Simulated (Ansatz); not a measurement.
Correlation energies of `C=C=C[O][InH][CH3]` by basis set

Cartesian coordinates in Å:
```
C -0.172 -1.884 0.752
C -0.504 -1.488 -0.455
C -0.682 -0.948 -1.649
O -0.048 0.152 -2.027
In 1.072 0.682 -0.323
C -0.070 2.046 0.851
H -0.727 -1.571 1.637
H 0.640 -2.592 0.926
H -1.372 -1.397 -2.365
H 2.684 0.147 -0.493
H -1.127 1.821 0.710
H 0.185 1.962 1.908
H 0.120 3.071 0.527
```

Total charge 0; spin multiplicity 1. Correlated methods include outer-core shells of In, which these sets cover unevenly. In takes the def2 core potential. The geometry is a stationary point of PBE0-D4/def2-TZVP. It is one conformer, not always the lowest. Frozen core, restricted reference, the Gaussian-basis code of Ansatz.

```csv
basis,HF (Eh),MP2 corr.
def2-SVP,-419.35734,-0.81136
def2-TZVPP,-419.63445,-1.18161
def2-QZVPP,-419.64645,-1.43080
```

**Question.** Estimate the CCSD correlation energy and the (T) correction in each basis where they were run (hartree).

**Answer.** 
```csv
basis,CCSD corr.,(T)
def2-SVP,-0.86401,-0.03208
def2-TZVPP,-1.20897,-0.05283
```
